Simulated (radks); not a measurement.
The vanadium anion V- inside a hard spherical wall (all orbitals vanish at R), configuration held at [Ar] 3d4 4s2 and not refilled when levels cross. All-electron calculation, scalar-relativistic Kohn-Sham, r2SCAN, spin-polarised, spherical densities, finite nucleus; open shells are filled with parallel spins first; meta-GGA in the generalised Kohn-Sham scheme; Fermi nuclear charge, rms radius 3.6002 fm. Program: a radial shooting solver on a logarithmic mesh with Libxc functionals. Eigenvalues in eV for spin up, with the zero of energy where the potential of the charges vanishes at infinity; a dash marks a level that is unbound or too diffuse for the functional's potential to be trusted. A positive occupied level is held by the wall or, in an anion where self-interaction has pushed it up, behind a barrier. The pressure on the wall is -dE/dV.

| R (bohr) | E (hartree) | kinetic (hartree) | e(3s) | e(3p) | e(4s) | e(3d) | e(4p, empty) | e(5s, empty) | pressure (GPa) |
|---|---|---|---|---|---|---|---|---|---|
| 10 | -949.32175 | 958.185 | -64.455 | -37.297 | 0.722 | 2.367 | 3.502 | 6.092 | 0.150 |
| 7 | -949.26183 | 958.397 | -62.497 | -35.344 | 2.316 | 4.193 | 5.884 | 13.793 | 2.31 |
| 4 | -948.51504 | 960.573 | -52.883 | -25.959 | 13.824 | 13.129 | 21.118 | 58.437 | 119 |
| 2.5 | -944.15751 | 973.151 | -31.515 | -4.819 | 64.549 | 36.911 | 79.240 | 203.07 | 3030 |
| 2 | -936.98186 | 993.527 | -9.965 | 17.931 | 133.58 | 63.198 | 151.41 | 365.09 | 14000 |
| 1.5 | -912.80024 | 1054.997 | 47.299 | 78.899 | 325.42 | 127.83 | 340.75 | 766.53 | 92600 |
